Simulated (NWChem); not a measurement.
System: C3H7FSi; SMILES C([C@@H]([SiH3])F)=C

Output (shortened):

```
             Northwest Computational Chemistry Package (NWChem) 7.3.0
             --------------------------------------------------------

 C1  symmetry detected

                             Geometry "geometry" -> ""
                             -------------------------

 Output coordinates in angstroms (scale by  1.889725989 to convert to a.u.)

  No.       Tag          Charge          X              Y              Z
 ---- ---------------- ---------- -------------- -------------- --------------
    1 C                    6.0000     0.49807702     2.18230422     0.42337400
    2 C                    6.0000     0.67731474     1.14464289    -0.39490594
    3 C                    6.0000    -0.29670297     0.02087459    -0.56671590
    4 F                    9.0000    -1.50577588     0.30313552     0.09402217
    5 Si                  14.0000     0.34650998    -1.63167387     0.17140944
    6 H                    1.0000     1.24411063     2.96569493     0.51437766
    7 H                    1.0000    -0.40592771     2.28171780     1.01553531
    8 H                    1.0000     1.58515551     1.05828464    -0.99245068
    9 H                    1.0000    -0.53026725    -0.11053182    -1.63451060
   10 H                    1.0000     1.64781100    -1.98888410    -0.45868727
   11 H                    1.0000    -0.63828661    -2.71294410    -0.09524694
   12 H                    1.0000     0.52611483    -1.46505308     1.63453781

 Effective nuclear repulsion energy (a.u.)     221.0673058430

  pbe96 is a nonlocal functional; adding pw91lda local functional.

                                 NWChem DFT Module
                                 -----------------

 Summary of "ao basis" -> "ao basis" (spherical)
 ------------------------------------------------------------------------------
       Tag                 Description            Shells   Functions and Types
 ---------------- ------------------------------  ------  ---------------------
 C                          def2-svp                 6       14   3s2p1d
 F                          def2-svp                 6       14   3s2p1d
 Si                         def2-svp                 8       18   4s3p1d
 H                          def2-svp                 3        5   2s1p

            General Information
            -------------------
          SCF calculation type: DFT
          Wavefunction type:  closed shell.
          No. of atoms     :    12
          No. of electrons :    48
           Alpha electrons :    24
            Beta electrons :    24
          Charge           :     0
          Spin multiplicity:     1
          Use of symmetry is: off; symmetry adaption is: off
          Maximum number of iterations: 150
          AO basis - number of functions:   109
                     number of shells:    53
          Convergence on energy requested:  1.00D-06
          Convergence on density requested:  1.00D-05
          Convergence on gradient requested:  5.00D-04

              XC Information
              --------------
                        RevPBE Exchange Functional  1.000
            Perdew 1991 LDA Correlation Functional  1.000 local
           PerdewBurkeErnz. Correlation Functional  1.000 non-local

             Grid Information
             ----------------
          Grid used for XC integration:  medium
          Radial quadrature: Mura-Knowles
          Angular quadrature: Lebedev.
          Tag              B.-S. Rad. Rad. Pts. Rad. Cut. Ang. Pts.
          ---              ---------- --------- --------- ---------
          C                   0.70       49          12.0       434
          F                   0.50       49          10.0       434
          Si                  1.10       88          12.0       590
          H                   0.35       45          14.0       434
          Grid pruning is: on
          Number of quadrature shells:   599
          Spatial weights used:  Erf1

      Superposition of Atomic Density Guess
      -------------------------------------

 Sum of atomic energies:        -504.40044035

      Non-variational initial energy
      ------------------------------

 Total energy =    -506.778419
 1-e energy   =   -1133.615422
 2-e energy   =     405.769697
 HOMO         =      -0.286595
 LUMO         =       0.007549

     ---------------------------------------------
      Total Density - Mulliken Population Analysis
     ---------------------------------------------

    Atom       Charge   Shell Charges
 -----------   ------   -------------------------------------------------------
    1 C    6     6.26   1.99  0.96  0.27  2.03  0.98  0.03
    2 C    6     6.15   1.99  0.98  0.26  1.93  0.96  0.04
    3 C    6     5.75   1.99  0.94  0.25  1.70  0.82  0.05
    4 F    9     9.46   1.99  1.14  0.79  3.45  2.08  0.00
    5 Si  14    13.57   2.00  1.99  1.01  0.28  5.94  1.14  1.09  0.12
    6 H    1     0.89   0.67  0.20  0.03
    7 H    1     0.90   0.67  0.20  0.03
    8 H    1     0.89   0.67  0.20  0.02
    9 H    1     0.91   0.68  0.20  0.02
   10 H    1     1.07   0.69  0.36  0.01
   11 H    1     1.07   0.70  0.36  0.01
   12 H    1     1.07   0.70  0.36  0.01

   convergence    iter        energy       DeltaE   RMS-Dens  Diis-err
 ---------------- ----- ----------------- --------- --------- ---------
 d= 0,ls=0.0,diis     1   -507.3574796294 -7.28D+02  1.50D-02  6.32D-01
 d= 0,ls=0.0,diis     2   -507.2403997241  1.17D-01  9.98D-03  1.89D+00
 d= 0,ls=0.0,diis     3   -507.4247085277 -1.84D-01  2.62D-03  8.78D-02
 d= 0,ls=0.0,diis     4   -507.4294294588 -4.72D-03  1.32D-03  3.96D-02
 d= 0,ls=0.0,diis     5   -507.4345060964 -5.08D-03  3.84D-04  2.07D-03
  Resetting Diis
 d= 0,ls=0.0,diis     6   -507.4347477620 -2.42D-04  1.27D-04  1.85D-04
 d= 0,ls=0.0,diis     7   -507.4347730620 -2.53D-05  5.59D-05  7.23D-06
 d= 0,ls=0.0,diis     8   -507.4347719683  1.09D-06  3.36D-05  1.69D-05
 d= 0,ls=0.0,diis     9   -507.4347740606 -2.09D-06  4.14D-06  2.55D-07
 d= 0,ls=0.0,diis    10   -507.4347740857 -2.51D-08  9.23D-07  2.23D-08

         Total DFT energy =     -507.434774085709
      One electron energy =    -1137.605803993014
           Coulomb energy =      459.163363188954
    Exchange-Corr. energy =      -50.059639124686
 Nuclear repulsion energy =      221.067305843038

 Numeric. integr. density =       47.999981242784

                       DFT Final Molecular Orbital Analysis
                       ------------------------------------

 Vector   22  Occ=2.000000D+00  E=-2.925875D-01
              MO Center= -5.6D-01, -8.9D-03, -8.9D-02, r^2= 3.5D+00
   Bfn.  Coefficient  Atom+Function         Bfn.  Coefficient  Atom+Function
  ----- ------------  ---------------      ----- ------------  ---------------
    48      0.367374   4 F  pz               51     -0.251658   4 F  pz
    46      0.248981   4 F  px               90     -0.212693   9 H  s
    19     -0.190862   2 C  py               49     -0.181147   4 F  px
    17      0.172199   2 C  s                34      0.165876   3 C  pz
   100      0.159281  11 H  s                32      0.138756   3 C  px

 Vector   23  Occ=2.000000D+00  E=-2.745603D-01
              MO Center= -2.9D-01,  3.2D-01, -1.3D-01, r^2= 3.1D+00
   Bfn.  Coefficient  Atom+Function         Bfn.  Coefficient  Atom+Function
  ----- ------------  ---------------      ----- ------------  ---------------
    47      0.421201   4 F  py               50     -0.301227   4 F  py
    33      0.261620   3 C  py               18     -0.239348   2 C  px
    20     -0.162908   2 C  pz               48     -0.138183   4 F  pz
    95      0.134611  10 H  s                23     -0.133875   2 C  pz
    65     -0.134117   5 Si py                5      0.130712   1 C  py

 Vector   24  Occ=2.000000D+00  E=-2.242549D-01
              MO Center=  2.7D-01,  1.0D+00, -3.1D-02, r^2= 3.2D+00
   Bfn.  Coefficient  Atom+Function         Bfn.  Coefficient  Atom+Function
  ----- ------------  ---------------      ----- ------------  ---------------
     6      0.286158   1 C  pz               20      0.228388   2 C  pz
     9      0.198360   1 C  pz                5     -0.183853   1 C  py
    19     -0.182414   2 C  py                4      0.169191   1 C  px
    90      0.163694   9 H  s                33      0.159595   3 C  py
    59     -0.159707   5 Si s                65     -0.158514   5 Si py

 Vector   25  Occ=0.000000D+00  E=-3.108596D-02
              MO Center=  4.5D-01,  1.1D+00,  2.9D-02, r^2= 3.8D+00
   Bfn.  Coefficient  Atom+Function         Bfn.  Coefficient  Atom+Function
  ----- ------------  ---------------      ----- ------------  ---------------
     9      0.422598   1 C  pz               23     -0.382843   2 C  pz
    67     -0.363677   5 Si px                6      0.314903   1 C  pz
    20     -0.303297   2 C  pz               22      0.299058   2 C  py
   101     -0.294912  11 H  s                 8     -0.277380   1 C  py
     7      0.234352   1 C  px               21     -0.233375   2 C  px

 Vector   26  Occ=0.000000D+00  E= 9.145228D-03
              MO Center=  3.5D-01, -1.2D+00, -7.4D-02, r^2= 5.1D+00
   Bfn.  Coefficient  Atom+Function         Bfn.  Coefficient  Atom+Function
  ----- ------------  ---------------      ----- ------------  ---------------
    31      1.322272   3 C  s                68     -1.096210   5 Si py
    91     -0.589088   9 H  s                96     -0.527473  10 H  s
    67      0.449430   5 Si px               86     -0.401887   8 H  s
   101     -0.380837  11 H  s                36     -0.356626   3 C  py
    35      0.325769   3 C  px               76     -0.192937   6 H  s

 Vector   27  Occ=0.000000D+00  E= 1.808136D-02
              MO Center=  1.8D-01, -1.2D+00, -6.1D-02, r^2= 4.1D+00
   Bfn.  Coefficient  Atom+Function         Bfn.  Coefficient  Atom+Function
  ----- ------------  ---------------      ----- ------------  ---------------
    69      1.077481   5 Si pz              106     -0.845481  12 H  s
    31      0.646682   3 C  s                96      0.620358  10 H  s
     3     -0.459724   1 C  s                68     -0.312818   5 Si py
    45     -0.291327   4 F  s                67     -0.271214   5 Si px
    35     -0.219557   3 C  px               17      0.202608   2 C  s

     ---------------------------------------------
      Total Density - Mulliken Population Analysis
     ---------------------------------------------

    Atom       Charge   Shell Charges
 -----------   ------   -------------------------------------------------------
    1 C    6     6.01   1.99  0.90  0.22  2.07  0.80  0.02
    2 C    6     6.12   1.99  0.92  0.25  2.08  0.84  0.03
    3 C    6     5.91   1.99  0.95  0.17  2.02  0.72  0.06
    4 F    9     9.24   1.99  1.14  0.80  3.33  1.98  0.01
    5 Si  14    13.67   2.00  1.98  1.08  0.22  5.92  1.34  0.96  0.16
    6 H    1     0.97   0.75  0.20  0.02
    7 H    1     0.97   0.75  0.20  0.03
    8 H    1     0.98   0.76  0.20  0.02
    9 H    1     0.95   0.76  0.17  0.02
   10 H    1     1.07   0.74  0.32  0.01
   11 H    1     1.06   0.74  0.31  0.01
   12 H    1     1.05   0.74  0.30  0.01

     -------------------------------------------
      Total Density - Lowdin Population Analysis
     -------------------------------------------

    Atom       Charge   Shell Charges
 -----------   ------   -------------------------------------------------------
    1 C    6     6.05   1.97  0.60  0.32  1.87  1.23  0.07
    2 C    6     6.07   1.97  0.62  0.30  1.90  1.20  0.09
    3 C    6     6.03   1.96  0.63  0.32  1.83  1.14  0.14
    4 F    9     9.13   1.98  1.03  0.76  3.20  2.15  0.01
    5 Si  14    13.58   2.00  1.93  0.69  0.34  5.82  1.34  1.21  0.25
    6 H    1     0.97   0.64  0.27  0.07
    7 H    1     0.98   0.63  0.27  0.07
    8 H    1     0.97   0.64  0.26  0.07
    9 H    1     0.97   0.65  0.26  0.07
   10 H    1     1.09   0.64  0.42  0.02
   11 H    1     1.09   0.64  0.42  0.02
   12 H    1     1.08   0.64  0.41  0.02

     Multipole analysis of the density
     ---------------------------------

     L   x y z        total         alpha         beta         nuclear
     -   - - -        -----         -----         ----         -------
     0   0 0 0     -0.000000    -24.000000    -24.000000     48.000000

     1   1 0 0      0.428263      0.214132      0.214132     -0.000000
     1   0 1 0     -0.067651     -0.033826     -0.033826     -0.000000
     1   0 0 1     -0.318708     -0.159354     -0.159354      0.000000

     2   2 0 0    -29.959900    -77.049345    -77.049345    124.138791
     2   1 1 0      0.793929     -1.916817     -1.916817      4.627563
     2   1 0 1     -0.211911      0.049792      0.049792     -0.311494
     2   0 2 0    -28.523121   -198.411520   -198.411520    368.299918
     2   0 1 1      0.560349     -1.238231     -1.238231      3.036811
     2   0 0 2    -28.036704    -35.931718    -35.931718     43.826732
```

Level: revPBE/def2-SVP. The geometry was optimised at B3LYP/6-31G* (spherical d).

Task: Reconstruct the input file.

Result: This is not unique; one that fits is the input that was run:
```
start job
memory heap 200 mb stack 900 mb global 1100 mb
geometry units angstroms noautoz
  C      0.544892     2.181492     0.410006
  C      0.656054     1.148161    -0.425649
  C     -0.337444     0.033607    -0.534348
  F     -1.493571     0.321086     0.213201
  Si     0.342714    -1.629264     0.145147
  H      1.302269     2.958114     0.452281
  H     -0.313457     2.284126     1.066105
  H      1.517956     1.058588    -1.087309
  H     -0.648060    -0.088406    -1.583460
  H      1.592377    -1.992655    -0.578935
  H     -0.667965    -2.700570    -0.057107
  H      0.628148    -1.474368     1.592662
end
basis spherical
  C library def2-svp
  F library def2-svp
  Si library def2-svp
  H library def2-svp
end
dft
  xc revpbe cpbe96
  iterations 150
  mulliken
end
task dft energy
```
